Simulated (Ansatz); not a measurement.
Cost and result for the atomization energy of `F[SiH2][O][GeH3]` (9 atoms, 8 bonds).

Cartesian coordinates in Å:
```
F 0.9326 -1.0896 1.9087
Si 0.8037 0.3717 1.2739
O -0.4585 0.4380 0.2701
Ge -0.8955 -0.2841 -1.3000
H 0.5730 1.3201 2.3830
H 2.0770 0.6212 0.5555
H 0.4034 -0.5744 -2.0693
H -1.7555 0.7672 -2.0086
H -1.6801 -1.5701 -1.0133
```

The species carries charge 0 and has multiplicity 1. Correlated methods include outer-core shells of Ge, which these sets cover unevenly. Scalar relativity is left out up to krypton. The structure was optimised at the PBE0-D4/def2-TZVP level. It is one conformer, not always the lowest. Program: Ansatz. All runs use 4 threads of an Arm Neoverse V2 on a shared host. Times are those of one run each, without the atoms' runs, and a repeat can differ threefold. Electronic energies, without spin–orbit coupling; frozen cores. CCSD(T)/CBS adds CCSD(T) − MP2 in def2-TZVPP to the MP2 limit, and its time is that of the two runs behind it. T1 = 0.012. With those shells the extrapolation isn't a true limit.

CCSD(T)/CBS is a level of theory with its own doubt, some kJ/mol a heavy atom from the limit and from the frozen cores, so smaller differences don't rank the functionals.

| level | functions | wall time |
| --- | --- | --- |
| LDA (SPW92)/def2-TZVPP | 222 | 1.7 s |
| revPBE-D4/def2-TZVPP | 222 | 1.8 s |
| BLYP-D4/def2-TZVPP | 222 | 1.9 s |
| PBE-D4/def2-TZVPP (with forces) | 222 | 2.2 s |
| BHLYP-D4/def2-TZVPP | 222 | 3 s |
| r2SCAN-D4/def2-TZVPP (with forces) | 222 | 4.2 s |
| PBE-QIDH/def2-TZVPP | 222 | 4.9 s |
| CCSD(T)/def2-SVP | 103 | 4.9 s |
| ωB97X-V/def2-TZVPP | 222 | 7.5 s |
| ωB97M-V/def2-TZVPP (with forces) | 222 | 11 s |
| MP2/def2-QZVPP | 423 | 18 s |
| CCSD(T)/def2-TZVPP | 222 | 2.1 min |
| CCSD(T)/CBS(def2) | – | 2.4 min |

Problem. What atomization energy does each give, and how far from CCSD(T)/CBS? (Estimate.)

Solution. The calculation gave: 
| level | atomization (kJ/mol) | difference from CCSD(T)/CBS | per bond |
| --- | --- | --- | --- |
| LDA (SPW92)/def2-TZVPP | 3370.5 | 347.8 | 43.5 |
| revPBE-D4/def2-TZVPP | 2900.5 | -122.2 | -15.3 |
| BLYP-D4/def2-TZVPP | 2961.2 | -61.5 | -7.7 |
| PBE-D4/def2-TZVPP (with forces) | 2970.6 | -52.1 | -6.5 |
| BHLYP-D4/def2-TZVPP | 2914.1 | -108.6 | -13.6 |
| r2SCAN-D4/def2-TZVPP (with forces) | 2995.2 | -27.5 | -3.4 |
| PBE-QIDH/def2-TZVPP | 2953.9 | -68.8 | -8.6 |
| CCSD(T)/def2-SVP | 2778.3 | -244.4 | -30.5 |
| ωB97X-V/def2-TZVPP | 3017.3 | -5.4 | -0.7 |
| ωB97M-V/def2-TZVPP (with forces) | 2990.9 | -31.8 | -4.0 |
| MP2/def2-QZVPP | 3031.8 | 9.1 | 1.1 |
| CCSD(T)/def2-TZVPP | 2948.2 | -74.5 | -9.3 |
| CCSD(T)/CBS(def2) | 3022.7 | 0.0 | 0.0 |

From PBE to PBE0 (25 % exact exchange), in def2-TZVPP and without D4, the atomization energy moves by −35.3 kJ/mol: exact exchange takes away binding that semilocal exchange gives to molecules. In def2-TZVPP, CCSD(T) changes the Hartree–Fock value by +722.7 kJ/mol (the triples alone add +34.7 kJ/mol) and MP2 by +760.5 kJ/mol; breaking electron pairs costs correlation energy, which Hartree–Fock lacks. Leaving LDA and LC-ωPBE aside and taking each functional with its dispersion term where it has one, the values, not all of them listed here, spread over 116.9 kJ/mol, from revPBE-D4 to B97M-V. LDA lies +416.7 kJ/mol from PBE without D4, its usual overbinding.
